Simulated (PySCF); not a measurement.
SMILES CO[SiH2]S, B3LYP/def2-SVP optimised geometry.

```
10

Si     0.40     0.19     0.00
S     -0.22    -0.79    -1.83
O     -0.05    -0.63     1.38
C     -1.36    -0.96     1.77
H      1.88     0.19     0.00
H     -0.17     1.56     0.00
H     -1.43    -0.18    -1.89
H     -1.88    -1.56     1.00
H     -1.32    -1.54     2.70
H     -1.97    -0.05     1.96
```

Density from B3LYP/def2-TZVP (PySCF) at that geometry.

Minimum of the electron density along straight lines between bonded atoms, close to the bond critical point (lines longer than 1.1 times the sum of covalent radii, or with two minima, are not listed):

| bond | length / Å | ρ at the minimum / e bohr⁻³ | ∇²ρ there / e bohr⁻⁵ | position (fraction from the first atom) |
|---|---|---|---|---|
| Si1–S2 | 2.165 | 0.097 | 0.06 | 0.36 |
| Si1–O3 | 1.661 | 0.134 | 0.76 | 0.41 |
| O3–C4 | 1.410 | 0.256 | -0.53 | 0.65 |
| Si1–H5 | 1.480 | 0.126 | 0.14 | 0.49 |
| Si1–H6 | 1.492 | 0.123 | 0.12 | 0.49 |
| S2–H7 | 1.353 | 0.209 | -0.58 | 0.64 |
| C4–H8 | 1.106 | 0.278 | -0.96 | 0.65 |
| C4–H9 | 1.101 | 0.281 | -0.99 | 0.65 |
| C4–H10 | 1.107 | 0.277 | -0.95 | 0.64 |
